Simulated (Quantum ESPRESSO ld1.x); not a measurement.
Results of a calculation; reference values are marked as such.
Q: These are the eigenvalues of the occupied orbitals of an atom or ion with whole-number occupations (eV). Level of theory: Dirac Kohn-Sham, PBE, spin-unpolarised, spherical densities, point nucleus (ld1.x of Quantum ESPRESSO 7.5).

orbital  eigenvalue
1s1/2      -44987.2
2s1/2      -7315.92
2p1/2      -6927.84
2p3/2      -6367.59
3s1/2      -1600.00
3p1/2      -1433.75
3p3/2      -1321.08
3d3/2      -1032.38
3d5/2      -1007.96
4s1/2      -322.919
4p1/2      -259.681
4p3/2      -235.101
4d3/2      -131.163
4d5/2      -126.795
5s1/2      -47.8721
5p1/2      -31.0076
5p3/2      -27.7326
4f5/2       -8.4109
6s1/2       -8.3081
4f7/2       -7.9397

Which element is it, and in what charge state? The configuration may be excited. Open shells, if any, are shared by 2j + 1.

A: Z = 61, promethium, charge +1: Pm+ in [Xe] 4f5 6s1. The list shows which subshells hold electrons but not how many an open one holds; the 1s level, -1653.3 hartree, gives Z - s = 57.5 by -(Z - s)^2/2, which with screening and relativity narrows Z to a few neighbours, and the depths of the outer levels then fix element, charge and occupations together.
